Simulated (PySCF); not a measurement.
States of one metal complex from SC-NEVPT2 in the d shell, PySCF, above the ground state:

```json
{"2S+1": "5", "degeneracy": "1", "energy / cm⁻¹": "0", "f (electric dipole)": "–"}
{"2S+1": "5", "degeneracy": "1", "energy / cm⁻¹": "9172", "f (electric dipole)": "4.7e-08"}
{"2S+1": "3", "degeneracy": "1", "energy / cm⁻¹": "12575", "f (electric dipole)": "–"}
{"2S+1": "3", "degeneracy": "1", "energy / cm⁻¹": "15608", "f (electric dipole)": "–"}
{"2S+1": "5", "degeneracy": "1", "energy / cm⁻¹": "15621", "f (electric dipole)": "8.8e-05"}
{"2S+1": "3", "degeneracy": "1", "energy / cm⁻¹": "17139", "f (electric dipole)": "–"}
{"2S+1": "5", "degeneracy": "1", "energy / cm⁻¹": "17475", "f (electric dipole)": "7.6e-05"}
{"2S+1": "3", "degeneracy": "1", "energy / cm⁻¹": "18494", "f (electric dipole)": "–"}
{"2S+1": "3", "degeneracy": "1", "energy / cm⁻¹": "19943", "f (electric dipole)": "–"}
{"2S+1": "5", "degeneracy": "1", "energy / cm⁻¹": "20847", "f (electric dipole)": "0"}
{"2S+1": "3", "degeneracy": "1", "energy / cm⁻¹": "21623", "f (electric dipole)": "–"}
{"2S+1": "1", "degeneracy": "1", "energy / cm⁻¹": "22700", "f (electric dipole)": "–"}
```

Q: Which of these complexes, all computed at model or optimised geometries, gave the data?
A. [Mn(H2O)5]3+ (d4, square pyramidal)
B. [CrF3]- (d4, trigonal planar)
C. [CrBr4]2- (d4, distorted tetrahedral)
D. [Fe(H2O)6]2+ (d6, octahedral)

A: A. [Mn(H2O)5]3+ (d4, square pyramidal) has 5A1, then 5A1 at 9172, 3A2 at 12575 cm⁻¹ (NEVPT2). The others: [CrBr4]2- (d4, distorted tetrahedral) has 5B2, then 5B1 at 7935, 5E at 8228 cm⁻¹ (NEVPT2); [CrF3]- (d4, trigonal planar) has 5E', then 5E'' at 10036, 5A1' at 12624 cm⁻¹ (NEVPT2); [Fe(H2O)6]2+ (d6, octahedral) has 5T2g-like, then 5T2g-like at 1141, 5T2g-like at 1530 cm⁻¹ (NEVPT2).

On [Mn(H2O)5]3+: NEVPT2 lifts 5A1 from 7747 to 9172 cm⁻¹; on the d shell alone such lifts tend to overshoot. NEVPT2 on the d shell alone tends to put d–d bands too high for such charged or covalently bound ions.
